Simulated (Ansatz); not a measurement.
`C=[C]([GeH3])[TeH]` + `BSC` → `CSB[TeH]` + `C=[CH][GeH3]`  (formal exchange of groups at a Te–C bond)

Isolated molecules relaxed with PBE0-D4/def2-TZVP in Ansatz; ΔE leaves out vibrations. CBS: MP2 limit from def2 TZ/QZ plus the TZ coupled-cluster correction, frozen cores. Functionals use def2-TZVPP. B3LYP here is the variant with VWN-RPA as its local correlation; programs differ in this. Elements past krypton have def2 core potentials. For Ge, Te outer-core shells are correlated without core-valence functions, which leaves a few kJ/mol of doubt a bond. Scalar relativity is left out up to krypton. One conformer a species, not always the lowest.

(1) Is it downhill or uphill in electronic energy at CCSD(T)/CBS, and by how much? (Best estimate.)

(2) What do these levels give: PBE0-D4, B2PLYP, PBE, r2SCAN, PBE0, B3LYP, MP2/def2-TZVPP, HF/def2-QZVPP, SCS-MP2/def2-QZVPP, HF/CBS(def2), MP2/CBS(def2), CCSD/CBS(def2)? (Estimate.)

Largest T1 diagnostic among the species: 0.014.

Answers

(1) The calculation gave: Downhill: ΔE = -0.84 eV.

(2) The calculation gave: PBE0-D4 -0.90, B2PLYP -0.85, PBE -0.89, r2SCAN -0.90, PBE0 -0.92, B3LYP -0.87, MP2/def2-TZVPP -0.83, HF/def2-QZVPP -0.90, SCS-MP2/def2-QZVPP -0.81, HF/CBS(def2) -0.90, MP2/CBS(def2) -0.83, CCSD/CBS(def2) -0.85 eV.

The D4 term adds +0.05 eV with B3LYP and +0.03 eV with PBE0; it sums over pairs of atoms, weighted by their polarisabilities, and B3LYP, whose exchange is more repulsive, gets the larger term. In def2-TZVPP, CCSD(T) changes the Hartree–Fock value by +0.08 eV (the triples alone add +0.02 eV) and MP2 by +0.09 eV.
